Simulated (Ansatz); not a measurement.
`CO[SiH](N)Cl` + `O[SiH2]O[SiH](O)O` → `N[SiH](O)Cl` + `CO[SiH2]O[SiH](O)O`  (redistribution)

Computed with Ansatz on PBE0-D4/def2-TZVP structures; ΔE is electronic, products minus reactants. CBS: MP2 limit from def2 TZ/QZ plus the TZ coupled-cluster correction, frozen cores. Functionals use def2-TZVPP. B3LYP here is the variant with VWN-RPA as its local correlation; programs differ in this. One conformer a species, not always the lowest.

```tsv
level	ΔE (kJ/mol)
r2SCAN-D4	-2.7
B3LYP-D4	-2.4
r2SCAN	-2.6
HF/def2-TZVPP	-2.5
MP2/def2-TZVPP	-2.2
SCS-MP2/def2-TZVPP	-2.5
HF/def2-QZVPP	-2.6
CCSD/CBS(def2)	-2.8
```

(1) What does CCSD(T)/CBS give? (Best estimate.)

Largest T1 diagnostic among the species: 0.012.

Answers

(1) Computed: -2.8 kJ/mol. The listed levels differ from it by 0.1, 0.4, 0.2, 0.3, 0.6, 0.3, 0.2, 0.0 kJ/mol.
